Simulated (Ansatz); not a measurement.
As₄P⁺. Total charge 1; triplet. Geometry B3LYP-D4/def2-SVP, that of the neutral doublet; atoms count from 1.

Cartesian coordinates in Å:
```
P -0.040 -0.580 -1.546
As 1.730 -0.091 -0.108
As -1.349 0.583 1.447
As -0.214 -1.474 0.675
As -0.126 1.562 -0.467
```

At PBE0-D4/def2-TZVP a singlet of charge 1 lies 0.85 eV below the triplet at the same geometry. The structure comes from a short search, and lower isomers may exist.

Estimate the Mulliken populations from the PBE0/def2-TZVP orbitals of Ansatz.


```csv
atom,charge (e),spin (α − β)
P1,0.07,0.15
As2,0.25,0.17
As3,0.22,1.11
As4,0.23,0.28
As5,0.23,0.28
```
Mulliken values depend strongly on the basis.

Where does the spin sit?

Summed by element: P 0.15, As 1.85, of 2 unpaired in all. Largest on single atoms: As3 1.11, As4 0.28, As5 0.28.

And the Mayer bond orders between heavy atoms (over 0.3)?

P1–As2 1.03 (2.33 Å); P1–As4 0.95 (2.40 Å); P1–As5 0.95 (2.40 Å); As2–As4 0.91 (2.51 Å); As2–As5 0.91 (2.51 Å); As3–As4 0.95 (2.47 Å); As3–As5 0.95 (2.47 Å).
